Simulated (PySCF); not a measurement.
## B97-3 on Te (tellurium, neutral)

Configuration: [Kr] 4d10 5s2 5p3 6s1, 6s spin antiparallel (an excited configuration). All numbers are calculated (PySCF 2.14, no relativity, point nucleus, in dyall-av2z (22s16p12d, 130 functions)).

* Total energy: -6613.77 hartree
* One-electron energy: -9090.83 hartree
* Hartree (Coulomb) energy: 2647.97 hartree
* Exchange-correlation energy: -170.90 hartree
* Kinetic energy: 6611.18387 hartree
* ⟨S²⟩: 3.0006
* ⟨L²⟩: 0.000
* Sum of ⟨r⟩: 40.06 bohr
* Sum of ⟨r²⟩: 83.79 bohr²
* Density at the nucleus (Gaussians lack the cusp): 98700 bohr⁻³
* Spin density at the nucleus: -3.24 bohr⁻³
* Langevin diamagnetic susceptibility: -66.4 ×10⁻⁶ cm³/mol

```json
{"shell": "1s α", "electrons": "1", "mean orbital energy (eV)": "-30497.9", "rms radius, mean of both spins (bohr)": "0.0338"}
{"shell": "1s β", "electrons": "1", "mean orbital energy (eV)": "-30497.8", "rms radius, mean of both spins (bohr)": "0.0338"}
{"shell": "2s α", "electrons": "1", "mean orbital energy (eV)": "-4593.9", "rms radius, mean of both spins (bohr)": "0.137"}
{"shell": "2s β", "electrons": "1", "mean orbital energy (eV)": "-4593.8", "rms radius, mean of both spins (bohr)": "0.137"}
{"shell": "2p α", "electrons": "3", "mean orbital energy (eV)": "-4307.7", "rms radius, mean of both spins (bohr)": "0.118"}
{"shell": "2p β", "electrons": "3", "mean orbital energy (eV)": "-4307.6", "rms radius, mean of both spins (bohr)": "0.118"}
{"shell": "3s α", "electrons": "1", "mean orbital energy (eV)": "-925.63", "rms radius, mean of both spins (bohr)": "0.358"}
{"shell": "3s β", "electrons": "1", "mean orbital energy (eV)": "-925.54", "rms radius, mean of both spins (bohr)": "0.358"}
{"shell": "3p α", "electrons": "3", "mean orbital energy (eV)": "-805.79", "rms radius, mean of both spins (bohr)": "0.351"}
{"shell": "3p β", "electrons": "3", "mean orbital energy (eV)": "-805.65", "rms radius, mean of both spins (bohr)": "0.351"}
{"shell": "3d α", "electrons": "5", "mean orbital energy (eV)": "-584.30", "rms radius, mean of both spins (bohr)": "0.323"}
{"shell": "3d β", "electrons": "5", "mean orbital energy (eV)": "-584.21", "rms radius, mean of both spins (bohr)": "0.323"}
{"shell": "4s α", "electrons": "1", "mean orbital energy (eV)": "-163.72", "rms radius, mean of both spins (bohr)": "0.844"}
{"shell": "4s β", "electrons": "1", "mean orbital energy (eV)": "-163.50", "rms radius, mean of both spins (bohr)": "0.844"}
{"shell": "4p α", "electrons": "3", "mean orbital energy (eV)": "-121.85", "rms radius, mean of both spins (bohr)": "0.890"}
{"shell": "4p β", "electrons": "3", "mean orbital energy (eV)": "-121.59", "rms radius, mean of both spins (bohr)": "0.890"}
{"shell": "4d α", "electrons": "5", "mean orbital energy (eV)": "-50.802", "rms radius, mean of both spins (bohr)": "1.04"}
{"shell": "4d β", "electrons": "5", "mean orbital energy (eV)": "-50.514", "rms radius, mean of both spins (bohr)": "1.04"}
{"shell": "5s α", "electrons": "1", "mean orbital energy (eV)": "-19.835", "rms radius, mean of both spins (bohr)": "2.28"}
{"shell": "5s β", "electrons": "1", "mean orbital energy (eV)": "-16.674", "rms radius, mean of both spins (bohr)": "2.28"}
{"shell": "5p α", "electrons": "3", "mean orbital energy (eV)": "-10.589", "rms radius, mean of both spins (bohr)": "2.70"}
{"shell": "6s β", "electrons": "1", "mean orbital energy (eV)": "-1.574", "rms radius, mean of both spins (bohr)": "5.69"}
```

A non-relativistic calculation at this Z misses sizeable relativistic shifts. The outer electron is Rydberg-like, and this basis confines it to a smaller radius and binds it less than a complete one would. With the s spin flipped the determinant is a mixture of two multiplicities, not a spectroscopic state.
